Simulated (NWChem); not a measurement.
Species: BaF$_{2}$; SMILES [F][Ba][F]

```xyz
3

Ba     0.0000     0.0000     0.3077
F      1.8591     0.0000    -0.9573
F     -1.8591     0.0000    -0.9573
```
Atoms are numbered in this order, from 1.

Structure relaxed at the PBE-D3(BJ)/def2-SVP level. def2 effective core potentials on Ba; no spin-orbit coupling.

Symmetry labels are those of C2v in the frame above (b1 and b2, or b-type labels, depend on it).

Problem. List the 4 lowest vertical singlet excitations and the 4 lowest triplet ones from Hartree-Fock/def2-SVP with def2 effective core potentials on Ba, TDHF (NWChem).

Solution. 
| state | energy (eV) | oscillator strength | symmetry | leading excitation (squared amplitude) |
|---|---|---|---|---|
| S1 | 8.24 | 0.002 | b1 | HOMO → LUMO (0.78) |
| S2 | 8.48 | 0.001 | a1 | HOMO−1 → LUMO (0.77) |
| S3 | 8.76 | 0.043 | b2 | HOMO−2 → LUMO (0.72) |
| S4 | 8.91 | 0.000 | a2 | HOMO−3 → LUMO (0.69) |
| T1 | 8.17 | spin-forbidden | b1 | HOMO → LUMO (0.76) |
| T2 | 8.39 | spin-forbidden | a1 | HOMO−1 → LUMO (0.73) |
| T3 | 8.64 | spin-forbidden | b2 | HOMO−2 → LUMO (0.67) |
| T4 | 8.78 | spin-forbidden | b1 | HOMO−4 → LUMO (0.59) |
